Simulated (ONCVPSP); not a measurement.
## manganese: one change to an ONCV potential, before and after

- Element: Mn
- Generator: ONCVPSP 4.0.1
- Type: optimised norm-conserving Vanderbilt (ONCV)
- Functional: PBE
- Relativity: scalar-relativistic
- Frozen core: [Ne]
- Valence charge: 15
- Reference configuration: 3s2 3p6 3d5 4s1.75 (charge +0.25)
- Partial waves: 3s+4s: rc 1.30 bohr, ncon 3, nbas 6, qcut 10.9 1/bohr, 2 projectors; 3p: rc 0.90 bohr, ncon 4, nbas 8, qcut 8.7 1/bohr, 1 projector; 3d: rc 1.25 bohr, ncon 4, nbas 8, qcut 10.4 1/bohr, 2 projectors, debl 1.1 Ha; f scattering state at 0.32 Ha: rc 1.10 bohr, ncon 4, nbas 7, qcut 9.8 1/bohr, 2 projectors, debl 1.8 Ha
- Local potential: polynomial inside 0.85 bohr (lpopt 5, dvloc0 0 Ha)
- Core correction: Teter function, parameters optimised by the program

Change: s: qcut 8.6; p: qcut 6.8; d: qcut 8.2; f: qcut 7.7.

Cutoffs: the cutoffs (Ha) at which the residual kinetic energy of the hardest occupied pseudo-wave falls to 1 and 0.1 mHa per electron; they do not see the model core or the augmentation charge, which bear on the density cutoff. Errors are all-electron minus pseudo energies relative to the spin-unpolarised reference configuration.

Q: Predict the effect on cutoff, ghosts and configuration errors.

A: The potential gets neither clearly harder nor softer (49 Ha and 218 Ha → 137 Ha and 160 Ha); of the 4 tests that both files solve, the error grows in 1 and shrinks in 2 by more than 15 % and 0.3 meV (median size 5.7 → 0.3 meV); neither file shows a bound ghost.

```csv
quantity,base,changed
"cutoff, loose",49 Ha,137 Ha
"cutoff, tight",218 Ha,160 Ha
loose cutoff by channel,"s 37 Ha, p 36 Ha, d 49 Ha","s 26 Ha, p 41 Ha, d 137 Ha"
bound ghosts,none,none
GHOST(+) flags under 300 eV,none,none
"error for 3s2 3p6 3d5 4s2, meV [ΔE -1.48 eV]",-0.1,+0.1
"error for 3s2 3p6 3d5 4s1, meV [ΔE 6.94 eV]",-4.8,-0.2
"error for 3s2 3p6 3d5 4s0, meV [ΔE 22.54 eV]",-55,+0.4
"error for 3s2 3p6 3d5 4s0 4p1, meV [ΔE 11.68 eV]",+6.6,+19
s: phases at 1.32 bohr within 0.05 rad from the reference energy up to (Ha; the scan ends near 5),to the end of the scan,to the end of the scan
p: phases at 0.92 bohr within 0.05 rad from the reference energy up to (Ha; the scan ends near 5),to the end of the scan,to the end of the scan
d: phases at 1.27 bohr within 0.05 rad from the reference energy up to (Ha; the scan ends near 5),to the end of the scan,4.9
f: phases at 1.12 bohr within 0.05 rad from the reference energy up to (Ha; the scan ends near 5),to the end of the scan,to the end of the scan
"rms error of d²Exc/dni dnj with the model core, mHa",0.58,0.68
```
